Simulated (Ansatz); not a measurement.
Ansatz results at the PBE0-D4/def2-TZVP geometry: HOMO energy (PBE/def2-TZVPP) -7.28 eV; HOMO–LUMO gap (B3LYP/def2-TZVPP) 6.16 eV; HOMO–LUMO gap (PBE0/def2-TZVPP) 6.72 eV.

**Question.** Which molecule gave them?
A. `[F][Mg][Cl]`
B. `[F][Mg][O][SiH3]`
C. `[Cl][Mg][Br]`
D. `[SiH3][N]([SiH3])[Mg][Cl]`

**Answer.** C. The others give `[F][Mg][O][SiH3]`: -6.86, 6.03, 6.58; `[SiH3][N]([SiH3])[Mg][Cl]`: -6.35, 5.42, 5.89; `[F][Mg][Cl]`: -7.66, 6.65, 7.26.

B3LYP here is the variant with VWN-RPA as its local correlation; programs differ in this.
